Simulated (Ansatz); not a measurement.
Consider the isomerisation: `F/C=C/C(F)=C\F` → `FC1=C[C@H](F)[C@H]1F`.

Program: Ansatz. Geometries: PBE0-D4/def2-TZVP. ΔE: electronic, gas phase. CCSD(T)/CBS is the MP2 limit (def2-TZVPP, def2-QZVPP) plus CCSD(T) − MP2 in def2-TZVPP, frozen cores. Functionals use def2-TZVPP. B3LYP here is the variant with VWN-RPA as its local correlation; programs differ in this. HSE06 is defined as in plane-wave codes. One conformer a species, not always the lowest.

`F/C=C/C(F)=C\F`:

```xyz
10

F    -1.125    2.702   -0.443
C    -0.817    1.438   -0.721
C    -0.165    0.681    0.152
C     0.182   -0.687   -0.119
F    -0.192   -1.169   -1.316
C     0.831   -1.519    0.691
F     1.235   -1.115    1.897
H    -1.151    1.125   -1.702
H     0.128    1.088    1.113
H     1.073   -2.544    0.448
```

`FC1=C[C@H](F)[C@H]1F`:

Z-matrix (Å, degrees):
```
C
F 1 1.375
C 1 1.552 2 114.7
C 1 1.503 2 115.5 3 -99.7
H 1 1.092 2 108.2 3 127.3
F 3 1.370 1 116.5 2 122.0
C 3 1.491 1 83.6 2 -121.5
H 3 1.092 1 113.1 2 -5.2
H 4 1.080 1 132.8 2 -58.6
F 7 1.311 3 129.0 1 -174.4
```

```
             level  ΔE (kJ/mol)  difference from CCSD(T)/CBS
            PBE-D4         15.9                          8.3
         revPBE-D4         15.6                          8.0
           BLYP-D4         40.5                         32.9
         r2SCAN-D4         20.3                         12.7
            B97M-V         18.2                         10.6
           PBE0-D4          3.6                         -4.0
          B3LYP-D4         29.1                         21.5
        r2SCANh-D4         15.5                          7.9
        r2SCAN0-D4          8.5                          0.9
          HSE06-D4          4.1                         -3.5
          BHLYP-D4         18.1                         10.5
      CAM-B3LYP-D4         18.1                         10.5
           ωB97X-V         -2.0                         -9.6
           ωB97M-V          5.8                         -1.8
            B2PLYP         20.2                         12.6
          PBE-QIDH         -5.5                        -13.1
               PBE         16.9                          9.3
              BLYP         43.2                         35.6
            r2SCAN         20.4                         12.8
              PBE0          4.4                         -3.2
             B3LYP         30.9                         23.3
           r2SCANh         15.6                          8.0
           r2SCAN0          8.7                          1.1
             HSE06          4.8                         -2.8
             BHLYP         19.2                         11.6
         CAM-B3LYP         18.8                         11.2
           LC-ωPBE        -11.9                        -19.5
RPA@PBE/def2-TZVPP          6.8                         -0.8
      MP2/def2-SVP         10.9                          3.3
     CCSD/def2-SVP         18.2                         10.6
  CCSD(T)/def2-SVP         20.6                         13.0
     HF/def2-TZVPP         15.8                          8.2
    MP2/def2-TZVPP          0.4                         -7.2
SCS-MP2/def2-TZVPP          5.2                         -2.4
   CCSD/def2-TZVPP          7.3                         -0.3
CCSD(T)/def2-TZVPP          9.4                          1.8
     HF/def2-QZVPP         16.1                          8.5
    MP2/def2-QZVPP         -0.6                         -8.2
      HF/CBS(def2)         16.2                          8.6
     MP2/CBS(def2)         -1.5                         -9.1
       CCSD(T)/CBS          7.6                            0
```

Question: What do rigid-rotor, harmonic-oscillator terms from PBE0-D4/def2-TZVP frequencies (298.15 K, 1 bar) make of the CCSD(T)/CBS value? (Estimate.)

Answer: The calculation gave: ΔZPE = +4.1 kJ/mol, ΔH = +9.5 kJ/mol, ΔS = -17 J/(mol·K), ΔG = +14.5 kJ/mol.

Largest T1 diagnostic among the species: 0.013.

From BLYP to BHLYP (50 % exact exchange), in def2-TZVPP and without D4, ΔE moves by −24.0 kJ/mol. At CCSD(T), def2-SVP lies +13.1 kJ/mol from the extrapolated value and def2-TZVPP +1.9 kJ/mol.
